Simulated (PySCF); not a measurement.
FH3S3Ti, multiplicity 1. Atoms are numbered in the order given.

```xyz
8

Ti     0.2287    -0.2478    -0.0276
F      1.3593    -1.5580    -0.0268
S      0.9428     1.5584     1.1176
H      1.3099     0.7505     2.1456
S     -0.1983     0.4936    -2.1192
H     -1.4041     0.9250    -1.6736
S     -1.7125    -0.8130     1.0007
H     -1.6829    -2.0256     0.3902
```

Coordinates come from a PBE0-D3(BJ)/def2-SVP optimisation. The spin state was assumed, not searched. The structure was generated by enumeration; whether it is a known compound was not checked. One conformer was computed; it need not be the lowest.

Calculation: PBE0/pcSseg-1 run with PySCF.

GIAO shieldings, no solvent; atoms listed in one row are averaged. δ = σ(ref) − σ: ¹⁹F against CFCl3 (σ = 167.2 ppm); ³³S against H2S (σ = 716.7 ppm); ¹H against TMS (σ = 31.56 ppm), references at their B3LYP-D3(BJ)/def2-TZVP geometries, non-relativistic.

Task: Estimate the chemical shifts. (An estimate is asked for; the answer gives what the named calculation found.)

Result: 
```
nucleus  atoms  count  δ (ppm)
-------  -----  -----  -------
¹⁹F         F2      1    356.7
³³S         S5      1    709.6
³³S         S3      1    700.8
³³S         S7      1    610.4
¹H          H6      1     9.03
¹H          H4      1     6.96
¹H          H8      1     5.86
```
